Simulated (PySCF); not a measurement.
## Mayer bond orders and bond lengths

Species: C8H9FS.
SMILES with atom numbers: `[CH3:1][S:2][c:3]1[cH:4][c:5]([CH3:6])[cH:7][cH:8][c:9]1[F:10]` (hydrogens: H11, H12, H13 on C1; H14 on C4; H15, H16, H17 on C6; H18 on C7; H19 on C8)

Geometry (GFN2-xTB, Å), atoms numbered from 1 in this order:
```
atom  x, y, z in Å
C1     3.563    0.323   -0.178
S2     2.360   -0.502    0.907
C3     0.776    0.005    0.302
C4    -0.288   -0.845    0.600
C5    -1.588   -0.558    0.221
C6    -2.710   -1.479    0.592
C7    -1.833    0.610   -0.494
C8    -0.796    1.469   -0.801
C9     0.492    1.173   -0.395
F10    1.459    2.071   -0.700
H11    3.272    0.181   -1.214
H12    3.636    1.377    0.064
H13    4.511   -0.171    0.015
H14   -0.070   -1.751    1.146
H15   -3.117   -1.192    1.561
H16   -3.512   -1.427   -0.140
H17   -2.361   -2.506    0.664
H18   -2.837    0.850   -0.809
H19   -0.965    2.383   -1.348
```

Bond orders from the PBE0/pcSseg-1 density (PySCF). One conformer (not necessarily the lowest) at the GFN2-xTB geometry, without solvent, vibrations or thermal averaging.

Problem. How far do the computed orders between heavy atoms stray from the drawn ones?

Solution. The largest departure is 0.226, at C9–C3 (drawn aromatic, 1.274), counting aromatic bonds as 1.5. The bonds drawn aromatic range from 1.27 to 1.45.

Problem. Give the Mayer order of every bond, beside its length.

Solution. 
```
  bond  drawn as  length (Å)  Mayer order
 C1–S2    single       1.818        0.992
 S2–C3    single       1.769        1.101
 C3–C4  aromatic       1.394        1.355
 C4–C5  aromatic       1.385        1.430
 C5–C6    single       1.498        1.068
 C5–C7  aromatic       1.391        1.396
 C7–C8  aromatic       1.381        1.432
 C8–C9  aromatic       1.383        1.453
C9–F10    single       1.355        0.883
 C9–C3  aromatic       1.390        1.274
C1–H11    single       1.085        0.951
C1–H12    single       1.085        0.945
C1–H13    single       1.086        0.953
C4–H14    single       1.080        0.957
C6–H15    single       1.090        0.945
C6–H16    single       1.087        0.955
C6–H17    single       1.087        0.956
C7–H18    single       1.079        0.967
C8–H19    single       1.079        0.939
```

By pair of heavy elements: C–S: lowest C1–S2 (0.992, 1.818 Å), highest S2–C3 (1.101, 1.769 Å). C–C: lowest C5–C6 (1.068, 1.498 Å), highest C8–C9 (1.453, 1.383 Å); in 1 of the 21 pairs the longer bond (by over 0.003 Å) has the higher order (by 0.02 or more).

Problem. Sum the orders of all bonds at each heavy atom with more than one neighbour and set the sums beside the valence in the SMILES.

Solution. C1 3.841 (drawn 4), S2 2.093 (drawn 2), C3 3.730 (drawn 4), C4 3.742 (drawn 4), C5 3.894 (drawn 4), C6 3.924 (drawn 4), C7 3.795 (drawn 4), C8 3.824 (drawn 4), C9 3.610 (drawn 4). Orders between atoms that aren't bonded are not in these sums.

The Mayer order sums products of elements of PS (density times overlap matrix) between the two atoms' basis functions, so it depends on the basis set.
